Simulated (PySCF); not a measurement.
Ge(H)3(tBu) (C4H12Ge), SMILES C[C](C)(C)[GeH3]. Geometry optimised at PBE0-D3(BJ)/def2-SVP. The isomer is the one that the SMILES or the coordinates give; other isomers of the formula were not compared.

Task: Give the equilibrium geometry at PBE0-D3(BJ)/def2-SVP (PySCF confirms it by a frequency run) as Cartesian coordinates in Å, and its point group. (Estimate from the structure and the level; the computed values follow.)

Result: point group C3v.
```xyz
17

Ge     0.0000     0.0000     1.1522
C      0.0000     0.0000    -0.8298
C      1.2532     0.7235    -1.3219
C     -1.2532     0.7235    -1.3219
C      0.0000    -1.4471    -1.3219
H      0.0000     1.4489     1.6843
H     -1.2548    -0.7244     1.6843
H      1.2548    -0.7244     1.6843
H      1.2782     0.7380    -2.4264
H      1.2851     1.7700    -0.9786
H      2.1754     0.2280    -0.9786
H     -1.2851     1.7700    -0.9786
H     -2.1754     0.2280    -0.9786
H     -1.2782     0.7380    -2.4264
H     -0.8903    -1.9980    -0.9786
H      0.8903    -1.9980    -0.9786
H      0.0000    -1.4760    -2.4264
```
